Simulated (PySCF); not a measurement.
**A series of derivatives of B1OCCO1**

Parent skeleton `[BH:1]1[O:2][CH2:3][CH2:4][O:5]1`; one hydrogen on atom 1 is replaced by X. Hydrogens on one atom are averaged.

A single conformation, no solvent, no relativistic terms, fast rotation and ring inversion assumed for equivalent nuclei. PBE0-D3(BJ)/def2-SVP geometry; shieldings: GIAO PBE0/pcSseg-1; PySCF.

δ = σ(ref) − σ, references computed at the same level: BF3·OEt2 for ¹¹B (σ = 100.73 ppm); ¹⁷O (σ = 334.56 ppm) against H2O; TMS for ¹³C (σ = 184.41 ppm) and ¹H (σ = 31.27 ppm).

Parent (X = H): B1 27.9, O2/O5 137.6, C3/C4 67.1, H(C3)/H(C4) 4.13 ppm. Effects are Δδ = δ(X) − δ(H), positive for deshielding.

**Question.** Order these by the shift of B1, most shielded first.
A. X = N-pyrrolyl
B. X = C(S)CH3
C. X = B(OH)2

**Answer.** B (-9.6 ppm), A (-4.0 ppm), C (+1.6 ppm).

Experimental scales use liquid or dissolved standards, which lie at an offset from isolated H2O (liquid H2O: subtract about 36 ppm).
